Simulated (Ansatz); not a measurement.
Basis-set series for `[SiH3]CCCl`. Total charge 0; spin multiplicity 1. All single points use the PBE0-D4/def2-TZVP geometry. It is one conformer, not always the lowest.

```
atom   x (Å)   y (Å)   z (Å)
 Si1   0.542   1.223  -0.742
  C2  -0.333  -0.412  -0.412
  C3  -0.250  -0.834   1.033
 Cl4  -1.088  -2.392   1.331
  H5   1.984   1.117  -0.389
  H6   0.420   1.575  -2.181
  H7  -0.063   2.307   0.077
  H8  -1.380  -0.313  -0.716
  H9   0.110  -1.179  -1.054
 H10   0.780  -0.982   1.356
 H11  -0.722  -0.110   1.697
```

| functional | basis | functions | energy (Eh) | HOMO (eV) | LUMO (eV) |
| --- | --- | --- | --- | --- | --- |
| PBE0-D4 | def2-TZVPP | 244 | -829.80004 | -8.33 | 0.28 |
| PBE0-D4 | def2-QZVPP | 464 | -829.82825 | -8.36 | 0.05 |
| ωB97M-V | def2-TZVPP | 244 | -830.06786 | -10.60 | 1.93 |
| ωB97M-V | def2-QZVPP | 464 | -830.09479 | -10.64 | 1.49 |

(1) Give the rows for def2-SVP. (An estimate is asked.)

## Answers

(1) Ansatz gave: 
```csv
functional,basis,functions,energy (Eh),HOMO (eV),LUMO (eV)
PBE0-D4,def2-SVP,99,-829.45025,-8.15,0.70
ωB97M-V,def2-SVP,99,-829.71269,-10.39,2.59
```

Positive LUMOs are unbound and depend on the basis.
